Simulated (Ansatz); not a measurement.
`CN([SiH3])P` + H₂Se → `P[SeH]` + `CN[SiH3]` at 600 K and 1 bar (ligand exchange at a P–N bond).

Computed with Ansatz on PBE0-D4/def2-TZVP structures; ΔE is electronic, products minus reactants. CCSD(T)/CBS is the MP2 limit (def2-TZVPP, def2-QZVPP) plus CCSD(T) − MP2 in def2-TZVPP, frozen cores. For Se outer-core shells are correlated without core-valence functions, which leaves a few kJ/mol of doubt a bond. Scalar relativity is left out up to krypton. One conformer a species, not always the lowest.

```
      species  CCSD(T)/CBS energy (Eh)  H − E (kJ/mol)  S (J/(mol·K))
`CN([SiH3])P`               -727.58290           293.2          442.6
         H₂Se              -2401.89790            57.0          244.8
     `P[SeH]`              -2743.44381           100.9          326.5
   `CN[SiH3]`               -386.04948           257.3          374.7
```

H − E and S are ideal-gas, rigid-rotor, harmonic terms from PBE0-D4/def2-TZVP, for one conformer and one mirror image of each species. 1 Eh = 2625.50 kJ/mol, R = 8.31446 J/(mol·K).

Problem. By hand: ΔE, ΔH, ΔS and ΔG.

Solution. ΔE = (-2743.44381) + (-386.04948) − (-727.58290) − (-2401.89790) = -0.01249 Eh = -32.8 kJ/mol. Δ(H − E) = 100.9 + 257.3 − 293.2 − 57.0 = 8.0, so ΔH = -24.8 kJ/mol. ΔS = 326.5 + 374.7 − 442.6 − 244.8 = 13.8 J/(mol·K). ΔG = -24.8 − 600 × (13.8)/1000 = -33.1 kJ/mol.

Problem. By hand: the equilibrium constant, and the temperature at which ΔG would vanish if ΔH and ΔS stayed fixed.

Solution. log₁₀ K = −ΔG/(RT ln 10) = 2.9. ΔH and −TΔS have one sign here, so there is no such temperature.

TΔS isn't small against ΔH here. A doubt of 5 kJ/mol in ΔE shifts log₁₀ K by 0.4 here. Other conformers and mirror images would add mixing entropy, several J/(mol·K) or more a flexible species. These are equilibria of isolated gas molecules and say nothing of rates. Largest T1 diagnostic: 0.012 (customary marks: 0.02 for closed shells, 0.045 for open ones).
